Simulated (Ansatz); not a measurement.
```yaml
crystal:
  periodic: [false, false, false]
  atoms:
    - {symbol: F, position_ang: [-1.974992, 1.063058, 1.128116]}
    - {symbol: Si, position_ang: [-0.540133, 0.594068, 0.911754]}
    - {symbol: C, position_ang: [0.243578, 0.322390, -0.795117]}
    - {symbol: Al, position_ang: [0.631317, -1.371595, 0.108553]}
    - {symbol: H, position_ang: [0.107577, 1.441636, 1.739971]}
    - {symbol: H, position_ang: [-0.540879, -0.288862, -1.436848]}
    - {symbol: H, position_ang: [0.676441, 1.170424, -1.346650]}
    - {symbol: H, position_ang: [1.311903, -2.887394, -0.093676]}
basis:
  gaussian: {orbitals: aug-cc-pVDZ, final_grid: {core_spheres: 8, valence_spheres: 7, degree: 23}}
magnetization: {spin_polarized: true, initial_magnetization: 6}
hamiltonian: {xc: {name: BLYP}, pseudopotentials: {relativity: none}}
output: {forces: true}
```

```sh
$ ansatz run in.yaml --threads 2 --pin off --events-out ev --progress --plain --max-ram 4352MiB
```

Output, abridged:

```
Functional definition: BLYP
1323 factors; their error is unknown
mean field evaluation 1: about -18259.8669 eV, gradient 5.5e1 eV
mean field evaluation 2: about -18159.0905 eV, gradient 1.0e2 eV
mean field evaluation 4: about -18266.3563 eV, gradient 2.9e1 eV
mean field evaluation 8: about -18278.4230 eV, gradient 1.3e0 eV
mean field evaluation 16: about -18278.3726 eV, gradient 4.6e-3 eV
mean field -18278.37264514 eV, -671.7178051828 hartree, gradient 1.8e-5 eV, S^2 12.003705; 6 other end points of the search recorded, 0 dependent functions left out
reference -18278.37305378 eV, -671.7178202001 hartree; 26, 20 occupied and 110, 116 virtual orbitals, 1323 factors
Total energy: -18278.37305378 eV, -671.7178202001 hartree
Atom 0 at    -1.974992     1.063058     1.128116 Å, force    -6.227993     2.142684     0.227659 eV/Å
Atom 1 at    -0.540133     0.594068     0.911754 Å, force     2.364749    -2.372381     0.514898 eV/Å
Atom 2 at     0.243578     0.322390    -0.795117 Å, force    -2.710291     1.348340    -3.785762 eV/Å
Atom 3 at     0.631317    -1.371595     0.108553 Å, force     0.876459    -1.414612     1.162007 eV/Å
Atom 4 at     0.107577     1.441636     1.739971 Å, force     2.298098     2.355026     1.816423 eV/Å
Atom 5 at    -0.540879    -0.288862    -1.436848 Å, force     1.404125     1.278491     0.362603 eV/Å
Atom 6 at     0.676441     1.170424    -1.346650 Å, force     0.415574     0.198704     0.060487 eV/Å
Atom 7 at     1.311903    -2.887394    -0.093676 Å, force     1.579280    -3.536252    -0.358315 eV/Å
Dipole moment:    -0.089900     0.307995    -0.112498 e Å
```

In this input the spin is set far too high for this molecule. The calculation finished and met its thresholds. The result belongs to that input, not to the molecule as meant.
